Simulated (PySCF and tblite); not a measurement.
Results of a calculation; reference values are marked as such.
System: C2H4O5S, numbered as in [O:1]=[C:2]([OH:3])[CH2:4][S:5](=[O:6])(=[O:7])[OH:8].

For the shift of H on O3 from O3 to O1: electronic barrier 37.32 kcal/mol, zero-point change -3.23 kcal/mol, thermal and entropy terms at 400 K a further 0.07 kcal/mol (symmetry numbers apart). The minimum is C1, the saddle C1. Geometries: PBE0-D3(BJ)/def2-SVP; energies: PBE0/pcSseg-1 + D3(BJ), IEF-PCM methanol; zero-point and thermal terms from GFN2-xTB harmonic modes (soft modes blended into free rotors). Rates follow Eyring's equation with the number of equivalent paths and no tunnelling. Programs: tblite and PySCF.

Question: How many equivalent paths lead out of the minimum?

Answer: 1: the symmetry number of the minimum is 1, that of the saddle displaced along its mode 1.

Question: Work out the rate at 400 K.

Answer: ΔG‡ = 34.16 kcal/mol; k_B T/h = 8.3×10¹² s⁻¹; exp(−ΔG‡/RT) = 2.2×10⁻¹⁹; times 1 gives k = 1.8×10⁻⁶ s⁻¹.

Tunnelling of the moving H, left out here, will speed the real process. In real samples such hydrogens mostly exchange between molecules or through solvent, far faster than by this path.
